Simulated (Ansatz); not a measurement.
C3H3F2GaO2, SMILES `[F][Ga-]1([F])[O]C=CC=[O+]1` at its PBE0-D4/def2-TZVP geometry, where that method's forces vanish. Charge 0, multiplicity 1.

```xyz
11

F    -1.5456    1.5298    2.1267
Ga   -1.0494    0.0154    1.4206
F    -1.6000   -1.4775    2.1320
O     0.8401   -0.0178    1.2526
C     1.4269   -0.0239    0.1283
C     0.8325   -0.0114   -1.1270
C    -0.5419    0.0091   -1.3264
O    -1.4441    0.0205   -0.4351
H     2.5197   -0.0412    0.1803
H     1.4746   -0.0191   -1.9963
H    -0.9128    0.0162   -2.3558
```

(1) What forces (eV/Å) does r2SCAN-D4/def2-TZVPP give on these atoms in Ansatz 0.2.0? (Estimate.)

## Answers

(1) Ansatz gave: 
```
F1   0.002 -0.001 -0.003
Ga2  0.002  0.000 -0.003
F3   0.003  0.000 -0.004
O4  -0.181  0.002  0.411
C5   0.294 -0.004 -0.269
C6   0.046 -0.001 -0.062
C7   0.171 -0.002 -0.360
O8  -0.340  0.005  0.294
H9   0.019 -0.001  0.010
H10  0.000  0.000  0.000
H11 -0.015  0.000 -0.015
```
